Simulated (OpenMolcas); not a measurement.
Computed levels of 4f3 in ions with 57 electrons, in cm-1 above 4I* 9/2.

* Program: OpenMolcas 26.06
* Method: SS-CASPT2, IPEA 0.25 Eh, imaginary shift 0.1 Eh
* Basis: ANO-R2
* Scalar Hamiltonian: X2C, finite nucleus
* Spin-orbit coupling: RASSI with atomic mean-field integrals over the reference wave functions, term energies averaged over their components

Active space for each ion: 3 electrons in 7 orbitals (4f); closed shells correlated by CASPT2: 5s 5p.

```csv
Level,Pr2+,Pm4+
4I* 11/2,1489,2580
4I* 13/2,3100,5320
4I* 15/2,4800,8150
4F* 3/2,10610,15530
4F* 5/2,11420,16970
2H* 9/2(1),11660,16070
4F* 7/2,12230,18230
4S* 3/2,12630,18090
4F* 9/2,13250,19800
```

**Question.** Estimate 4I* 15/2, 4F* 3/2, 4F* 5/2 for Nd3+ from its neighbours Pr2+ and Pm4+.

**Answer.** 4I* 15/2 is fine structure, which grows about as the fourth power of a screened charge, so the fourth roots are averaged: ((4800^0.25 + 8150^0.25) / 2)^4 = 6310. The calculation gives 6440, so the estimate is off by -2.0 %; the measured value is 5989 (the list in Arab et al., J. Quant. Spectrosc. Radiat. Transfer 229, 145 (2019) and Gaigalas et al. (2019), from Wyart et al. (2007)).
4F* 3/2 is another term, which grows about linearly with the charge: (10610 + 15530) / 2 = 13070. The calculation gives 13390, so the estimate is off by -2.4 %; the measured value is 11698 (the list in Arab et al., J. Quant. Spectrosc. Radiat. Transfer 229, 145 (2019) and Gaigalas et al. (2019), from Wyart et al. (2007)).
4F* 5/2 is another term, which grows about linearly with the charge: (11420 + 16970) / 2 = 14195. The calculation gives 14510, so the estimate is off by -2.2 %; the measured value is 12748 (the list in Arab et al., J. Quant. Spectrosc. Radiat. Transfer 229, 145 (2019) and Gaigalas et al. (2019), from Wyart et al. (2007)).

Mixed levels, with the weight of the term that names them: Pr2+ 2H* 9/2(1) (66 %), Nd3+ 2H* 9/2(1) (75 %), Pm4+ 2H* 9/2(1) (70 %).

CASPT2 does not keep the components of a term degenerate, so their means are used; among the terms shown or strongly mixed into the levels shown the widest spread is 1400 cm-1 (4f3 2G*(1), Pr2+). Over all roots computed the reference weight is 0.84 to 0.92 in Pr2+; the roots of lowest weight are the least certain, and an intruder state may touch them. High states are left out of the spin-orbit mixing, which shifts the levels that they would mix with. The CASPT2 spread within a term exceeds the gap to the next term for 4f3 4F* and 4f3 4S*, 4f3 4S* and 4f3 2H*(1), so the order of their levels is uncertain, and so are names and mixing where such terms share a J (holds for Pr2+). Some terms miss by over 15 % even with CASPT2, which points to a basis or an active space too small for the shells correlated (holds for Pr2+). Some levels mix across a computed gap that differs much from the measured one, so their mixing is not that of the real levels (holds for Nd3+). Computed and measured levels are paired by configuration, term and J; levels that our copy of the source lacks, or whose pairing is in doubt (as where it misses far off the trend of its configuration), stay unpaired and out of the deviations. Only configurations of the active space appear.

A number in round brackets counts repeated terms of one configuration in the order of the reference energies. * marks odd parity.
